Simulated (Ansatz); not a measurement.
Basis-set series for F₂H₃NSi (`N[SiH](F)F`). Total charge 0; spin multiplicity 1. The geometry is a stationary point of PBE0-D4/def2-TZVP. It is one conformer, not always the lowest.

```json
{"functional": "PBE0-D4", "basis": "def2-TZVPP", "functions": "177", "energy (Eh)": "-545.66204", "HOMO (eV)": "-8.38", "LUMO (eV)": "0.74"}
{"functional": "PBE0-D4", "basis": "def2-QZVPP", "functions": "331", "energy (Eh)": "-545.68766", "HOMO (eV)": "-8.43", "LUMO (eV)": "0.42"}
{"functional": "ωB97M-V", "basis": "def2-TZVPP", "functions": "177", "energy (Eh)": "-545.94996", "HOMO (eV)": "-10.81", "LUMO (eV)": "2.15"}
{"functional": "ωB97M-V", "basis": "def2-QZVPP", "functions": "331", "energy (Eh)": "-545.97387", "HOMO (eV)": "-10.87", "LUMO (eV)": "1.65"}
```

Question: Give the rows for def2-SVP. (Estimate.)

Answer: Ansatz gave: 
```tsv
functional	basis	functions	energy (Eh)	HOMO (eV)	LUMO (eV)
PBE0-D4	def2-SVP	75	-545.22190	-8.15	1.46
ωB97M-V	def2-SVP	75	-545.50269	-10.57	3.10
```

Positive LUMOs are unbound and depend on the basis.
